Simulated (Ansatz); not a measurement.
```yaml
crystal:
  periodic: [false, false, false]
  atoms:
    - {symbol: N, position_ang: [-1.224527, 1.008635, 0.047587]}
    - {symbol: Si, position_ang: [-0.508121, -0.490963, -0.429021]}
    - {symbol: O, position_ang: [0.042052, -0.320912, -1.967947]}
    - {symbol: C, position_ang: [0.905256, -0.696494, 0.790380]}
    - {symbol: O, position_ang: [1.697634, 0.490166, 0.755384]}
    - {symbol: H, position_ang: [-1.663688, 1.081325, 0.953645]}
    - {symbol: H, position_ang: [-1.765109, 1.515155, -0.637520]}
    - {symbol: H, position_ang: [-1.425720, -1.659803, -0.469281]}
    - {symbol: H, position_ang: [0.823956, 0.226835, -2.067517]}
    - {symbol: H, position_ang: [1.554419, -1.527335, 0.499800]}
    - {symbol: H, position_ang: [0.556956, -0.916511, 1.811206]}
    - {symbol: H, position_ang: [1.083793, 1.234701, 0.747185]}
basis:
  gaussian: {orbitals: def2-TZVPP}
hamiltonian: {xc: {name: r2SCAN0}}
scf: {lower_state_search: full}
output: {forces: true}
```

```sh
$ ansatz run in.yaml --threads 4 --pin off --events-out ev --progress --plain --max-ram 10444MiB
```

Shortened log:

```
Functional definition: r2SCAN0
1341 factors; their error is unknown
mean field evaluation 1: about -14601.5170 eV, gradient 8.1e1 eV
mean field evaluation 2: about -14593.8889 eV, gradient 1.0e2 eV
mean field evaluation 4: about -14612.8793 eV, gradient 4.1e0 eV
mean field evaluation 8: about -14612.9122 eV, gradient 6.5e-2 eV
mean field evaluation 16: about -14612.9375 eV, gradient 6.9e-5 eV
mean field -14612.93746041 eV, -537.0155466652 hartree, gradient 6.9e-5 eV, S^2 0.000000; 0 other end points of the search recorded, 0 dependent functions left out
reference -14612.93746979 eV, -537.0155470099 hartree; 25, 25 occupied and 239, 239 virtual orbitals, 1341 factors
Total energy: -14612.93746979 eV, -537.0155470099 hartree
Atom 0 at    -1.224527     1.008635     0.047587 Å, force    -0.115837    -0.059293    -0.018284 eV/Å
Atom 1 at    -0.508121    -0.490963    -0.429021 Å, force     0.013364     0.085133    -0.134793 eV/Å
Atom 2 at     0.042052    -0.320912    -1.967947 Å, force     0.205096     0.184551     0.247083 eV/Å
Atom 3 at     0.905256    -0.696494     0.790380 Å, force    -0.031054    -0.124679     0.000165 eV/Å
Atom 4 at     1.697634     0.490166     0.755384 Å, force    -0.307832     0.218122    -0.002329 eV/Å
Atom 5 at    -1.663688     1.081325     0.953645 Å, force     0.089614    -0.005022    -0.218060 eV/Å
Atom 6 at    -1.765109     1.515155    -0.637520 Å, force     0.106009    -0.115656     0.171704 eV/Å
Atom 7 at    -1.425720    -1.659803    -0.469281 Å, force     0.091019     0.111663     0.016527 eV/Å
Atom 8 at     0.823956     0.226835    -2.067517 Å, force    -0.286488    -0.199272     0.023681 eV/Å
Atom 9 at     1.554419    -1.527335     0.499800 Å, force    -0.094352     0.140399     0.060027 eV/Å
Atom 10 at     0.556956    -0.916511     1.811206 Å, force     0.071600     0.047601    -0.157525 eV/Å
Atom 11 at     1.083793     1.234701     0.747185 Å, force     0.258861    -0.283547     0.011804 eV/Å
Dipole moment:    -0.348625     0.215374     0.167296 e Å
```

Hardware: 4 threads of an Arm Neoverse V2 on a shared host. Wall time 5.5 s, peak host memory 0.77 GiB.
